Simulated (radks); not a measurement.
The numbers below are computed, except where a source is named.
The mean radii <r> (bohr) of the occupied orbitals of an atom or ion are listed with their occupations. Code: a radial shooting solver on a logarithmic mesh with Libxc functionals. Model: scalar-relativistic Kohn-Sham, r2SCAN, spin-unpolarised, spherical densities, finite nucleus; meta-GGA in the generalised Kohn-Sham scheme; Fermi nuclear charge, rms radius of each element as measured or else 0.836 A^(1/3) + 0.57 fm.

| orbital | occ. | <r> |
|---|---|---|
| 1s | 2 | 0.02037 |
| 2s | 2 | 0.08645 |
| 2p | 6 | 0.07673 |
| 3s | 2 | 0.2250 |
| 3p | 6 | 0.2243 |
| 3d | 10 | 0.2038 |
| 4s | 2 | 0.5079 |
| 4p | 6 | 0.5383 |
| 4d | 10 | 0.5823 |
| 5s | 2 | 1.234 |
| 5p | 6 | 1.439 |
| 4f | 11 | 0.7693 |
| 6s | 1 | 3.449 |
| 6p | 1 | 4.238 |

Name the element and its charge.

Answer. Z = 68, erbium, charge +1: Er+ in [Xe] 4f11 6s1 6p1. The 1s radius gives Z: for a bare nucleus <r> = (2 gamma + 1)/(2Z) with gamma = sqrt(1 - (Z/c)^2), 0.02012 bohr for Z = 68, and screening makes it slightly larger (0.02037 here). The occupations add up to 67, and the charge is Z minus that.
